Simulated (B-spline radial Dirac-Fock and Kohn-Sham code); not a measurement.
# Lγ1 (L2-N4) energies across the elements Nd to Lu

Calculated with a radial B-spline solver, using relaxed Dirac-Fock hole states (ΔSCF) with Breit and QED corrections and a finite nucleus. Free neutral atoms. No correlation.

The screening constant σ is defined by E = 0.1875·Ry·(Z − σ)², the hydrogen-like form of Moseley's law.

```
 Z  element  computed (eV)  tabulated (eV)      √E     σ
60       Nd         6598.7          6604.0   81.23  9.14
61       Pm         6882.6          6892.4   82.96  9.06
62       Sm         7173.8          7182.8   84.70  8.97
63       Eu         7472.3          7483.9   86.44  8.88
64       Gd              ?               ?       ?     ?
65       Tb         8091.8          8104.6   89.95  8.68
66       Dy         8413.1          8426.4   91.72  8.57
67       Ho         8742.3          8756.8   93.50  8.46
68       Er         9079.6          9087.6   95.29  8.34
69       Tm         9425.0          9437.3   97.08  8.22
70       Yb         9778.8          9780.1   98.89  8.09
71       Lu        10141.4         10143.8  100.70  7.95
```

Problem. Estimate the missing row, Gd.

Solution. Computed 7778.7 eV, tabulated 7789.8 eV, √E = 88.20, σ = 8.78.

Tabulated energies: xraylib 4.2 line table, elements in their standard states.
